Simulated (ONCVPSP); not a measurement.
Transferability test, ONCV potential for Li (Z = 3)

```
Element                 : lithium (Li)
Generator               : ONCVPSP 4.0.1
Type                    : optimised norm-conserving Vanderbilt (ONCV)
Functional              : LDA (Perdew-Zunger)
Relativity              : scalar-relativistic
Frozen core             : none
Valence charge          : 3
Reference configuration : 1s2 (charge +1)
Partial waves           : 1s: rc 0.70 bohr, ncon 4, nbas 8, qcut 13.2 1/bohr, 1 projector; p scattering state at 0.05 Ha: rc 0.65 bohr, ncon 3, nbas 6, qcut 11.2 1/bohr, 1 projector
Local potential         : polynomial inside 0.65 bohr (lpopt 5, dvloc0 0 Ha)
Core correction         : none
```

Energies are relative to the spin-unpolarised reference configuration 1s2; without spin polarisation the order of configurations can differ from experiment.

(1) Give the all-electron excitation energy and the error of the potential for: 1s2 2s1; 1s2 2s0.5; 1s2 2p1; 1s1 2s1.

Levels in the configuration 1s2 2p1:

| level | all-electron (eV) | pseudo (eV) |
| --- | --- | --- |
| 1s | -52.544 | -52.542 |
| 2p | -1.583 | -1.583 |

## Answers

(1)

| valence configuration | charge | ΔE all-electron (eV) | error AE − PS (meV) |
| --- | --- | --- | --- |
| 1s2 2s1 | 0 | -5.239 | -5.8 |
| 1s2 2s0.5 | +0.5 | -3.195 | -3.9 |
| 1s2 2p1 | 0 | -3.486 | 0.0 |
| 1s1 2s1 | +1 | 62.138 | +126 |
